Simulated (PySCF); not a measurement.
# Er⁴⁰⁺ (erbium, charge +40) across methods

[Ar] 3d10, closed-shell 1S. Computed with PySCF 2.14 in an even-tempered Gaussian basis (18 s from 7.7 bohr⁻², ratio 2.5; 13 p from 10 bohr⁻², ratio 2.5; 8 d from 10 bohr⁻², ratio 2.5; 4 f from 44 bohr⁻², ratio 2.7; 3 g from 66 bohr⁻², ratio 2.7), with scalar relativity by spin-free X2C-1e.

| method | E (hartree) | mean ε 3s (eV) | mean ε 3p (eV) | mean ε 3d (eV) | Σ⟨r²⟩ (bohr²) | ⟨S²⟩ |
| --- | --- | --- | --- | --- | --- | --- |
| BP86 | -12071.49 | -3862.2 | -3529.9 | -3118.0 | 0.9579 | 0.000 |
| PBEsol | -12065.53 | -3860.2 | -3528.4 | -3117.2 | 0.9583 | 0.000 |
| PBE0 | -12069.94 | -3887.1 | -3550.6 | -3133.9 | 0.9578 | 0.000 |
| LDA | -12060.45 | -3858.3 | -3527.7 | -3117.2 | 0.9587 | 0.000 |
| r2SCAN | -12070.50 | -3878.3 | -3541.2 | -3123.3 | 0.9574 | 0.000 |
| PBE | -12069.83 | -3861.7 | -3529.3 | -3117.7 | 0.9582 | 0.000 |
| UHF | -12068.63882 | -3961.1 | -3612.2 | -3180.4 | 0.9568 | 0.000 |

Spin-orbit coupling, which splits the p, d and f shells strongly at this Z, is absent.
